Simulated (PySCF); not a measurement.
Computed properties of C3H6F2Si, SMILES C/C(F)=C/[SiH2]F

C₃H₆F₂Si, SMILES [SiH2](F)/C=C(/C)F. Coordinates come from a PBE0-D3(BJ)/def2-SVP optimisation. The structure was generated by enumeration; whether it is a known compound was not checked. Other conformers were not sampled. All values are computed for the isolated molecule unless a solvent is named; none is compared with measurement here.

**Structure.** All 30 harmonic modes at PBE0-D3(BJ)/def2-SVP (PySCF) are real, so it is a minimum. With heavy atoms numbered as in [CH3:1]/[C:2]([F:3])=[CH:4]/[SiH2:5][F:6], the shortest bond between them is C2–C4 at 1.334 Å and the longest C4–Si5 at 1.856 Å.

**Vibrations.** The strongest infrared lines (harmonic, unscaled, degenerate partners summed) lie at 1761 cm⁻¹ (217 km/mol, C 97 %), 940 cm⁻¹ (194 km/mol, H 51 %, F 21 %, Si 15 %, C 14 %), 906 cm⁻¹ (166 km/mol, H 38 %, C 31 %, F 25 %). The softest mode is at 34 cm⁻¹ and the zero-point energy is 52.2 kcal/mol.

**Electronic structure.** ωB97X/def2-TZVP (PySCF) places the frontier levels at -9.98 and 1.71 eV, a gap of 11.69 eV, and gives a dipole moment of 2.79 D and a mean polarisability of 61.1 bohr³. PBE/def2-TZVP (PySCF) at the same geometry gives -6.44 and -1.41 eV, so its gap is 6.66 eV narrower. An orbital gap is neither the optical nor the fundamental gap.

**Excitations.** TDDFT-CAM-B3LYP/def2-SVPD (PySCF) has S1 at 6.82 eV (182 nm, f = 0.341, bright); the most intense of the 10 singlets computed lies at 6.82 eV (f = 0.34). T1 (TDA) is at 4.16 eV. TDDFT-PBE/def2-SVPD (PySCF) puts S1 at 5.91 eV. No vertical singlet excitation falls in the visible range (under 3.1 eV).

**NMR.** GIAO shifts at PBE0/pcSseg-1 (PySCF) (non-relativistic, atoms alike by connectivity averaged): ¹³C from 23.7 to 181.3 ppm against TMS; ¹H from 2.3 to 5.8 ppm against TMS; ²⁹Si at -4.4 ppm against TMS; ¹⁹F from -234.7 to -73.0 ppm against CFCl3.
